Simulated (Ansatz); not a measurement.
Basis-set extrapolation for CH4Cl2OSi (`OC(Cl)[SiH2]Cl`) (PBE0-D4/def2-TZVP geometry, frozen core, Ansatz 0.2.0). Multiplicity 1, RHF reference.

|  | def2-TZVPP | def2-QZVPP |
| --- | --- | --- |
| HF | -1323.119045 | -1323.158919 |
| MP2 correlation | -0.910727 | -0.990860 |
| CCSD(T) correlation | -1.004156 | not run |

Energies in hartree. Use E(X) = E(∞) + A·exp(−7.88·√X) for Hartree–Fock and E(X) = E(∞) + B·X^(−2.97) for correlation, with X = 3 and 4, and add CCSD(T) minus MP2 of the smaller set to the MP2 limit.

Task: What is the CCSD(T) energy at the basis-set limit?

Result: HF limit: -1323.158919 + (-0.039874) × 0.13774 = -1323.16441. MP2 limit: -0.990860 + (-0.080133) × 0.74074 = -1.05022. Higher-order term: -1.004156 − (-0.910727) = -0.09343. Total: -1324.30806 hartree, 5.03 eV below CCSD(T)/def2-TZVPP.
